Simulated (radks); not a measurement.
All-electron atom: the palladium ion Pd2+ in [Kr] 4d8 (the NIST ground configuration).

All-electron calculation, Dirac Kohn-Sham, BLYP, spin-unpolarised, spherical densities, point nucleus; open shells fill j = l - 1/2 first. Program: a radial shooting solver on a logarithmic mesh with Libxc functionals.

Energy parts (eV):
| part | energy |
|---|---|
| total | -137320.350 |
| kinetic | 143444.612 |
| electron-nucleus | -331764.165 |
| Hartree | 54917.824 |
| exchange-correlation | -3918.621 |

Orbitals (lengths in bohr, moments of r in powers of bohr; r(90%) holds 90 % of the orbital's charge):
| orbital | occ. | eigenvalue (eV) | r(90%) | <r^4> | <1/r> |
|---|---|---|---|---|---|
| 1s1/2 | 2 | -24182.18 | 0.0571 | 4.881e-06 | 48.24 |
| 2s1/2 | 2 | -3551.495 | 0.214 | 0.0008734 | 11.09 |
| 2p1/2 | 2 | -3296.364 | 0.192 | 0.0005708 | 11.07 |
| 2p3/2 | 4 | -3136.877 | 0.198 | 0.0006541 | 10.43 |
| 3s1/2 | 2 | -660.8242 | 0.559 | 0.04167 | 3.862 |
| 3p1/2 | 2 | -560.1494 | 0.560 | 0.04160 | 3.767 |
| 3p3/2 | 4 | -532.3552 | 0.576 | 0.04641 | 3.612 |
| 3d3/2 | 4 | -354.0128 | 0.564 | 0.04305 | 3.444 |
| 3d5/2 | 6 | -348.4699 | 0.569 | 0.04458 | 3.404 |
| 4s1/2 | 2 | -110.2752 | 1.37 | 1.521 | 1.470 |
| 4p1/2 | 2 | -79.0152 | 1.50 | 2.170 | 1.349 |
| 4p3/2 | 4 | -74.4772 | 1.54 | 2.450 | 1.300 |
| 4d3/2 | 4 | -27.5079 | 2.16 | 9.675 | 0.9798 |
| 4d5/2 | 4 | -26.9813 | 2.19 | 10.18 | 0.9671 |

The highest occupied level is 4d5/2 at -26.981 eV. Summed over all electrons, <r^2> = 30.56 bohr^2, which gives a Langevin (diamagnetic) susceptibility term of -24.2 x 10^-6 cm^3/mol. The density falls to 0.001 e/bohr^3 at r = 3.38 bohr.
